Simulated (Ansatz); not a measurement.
C4H2F4, SMILES `FC1=C(F)C(F)(F)C1`. The species carries charge 0 and has multiplicity 1.

Cartesian coordinates in Å:
```
F 0.526 -2.299 0.585
C 0.218 -1.049 0.356
C -0.254 -0.054 1.101
F -0.608 0.105 2.353
C -0.247 0.894 -0.055
F 0.573 1.962 0.053
F -1.449 1.372 -0.443
C 0.304 -0.267 -0.923
H 1.310 -0.087 -1.307
H -0.373 -0.577 -1.720
```

(1) What are the harmonic wavenumbers in cm⁻¹ at PBE0-D4/def2-TZVP (Ansatz, finite differences of forces, unscaled)? (Best estimate.)

(2) Is this a minimum?

(3) Give the ideal-gas thermochemistry at 298.15 K and 1 bar (rigid rotor, harmonic oscillator; point group Cs, symmetry number 1).

(4) And at 400, 500, 600, 800 and 1000 K?

## Answers

(1) Ansatz gave: 119, 200, 248, 319, 377, 435, 493, 602, 662, 668, 770, 925, 950, 1084, 1113, 1180, 1213, 1222, 1359, 1416, 1481, 1870, 3083, 3145.

(2) Yes, all 24 modes are real.

(3) Zero-point energy 149.1 kJ/mol; H(298) − E = 168.8 kJ/mol; entropy 340.8 J/(mol·K), of which translation 169.2, rotation 118.1, vibration 53.6; G(298) − E = 67.2 kJ/mol.

(4) 
| T (K) | H − E (kJ/mol) | S (J/mol/K) | G − E (kJ/mol) |
| --- | --- | --- | --- |
| 400 | 180.7 | 375.2 | 30.7 |
| 500 | 194.6 | 406.0 | -8.4 |
| 600 | 210.1 | 434.2 | -50.5 |
| 800 | 244.6 | 483.7 | -142.4 |
| 1000 | 282.4 | 525.8 | -243.4 |
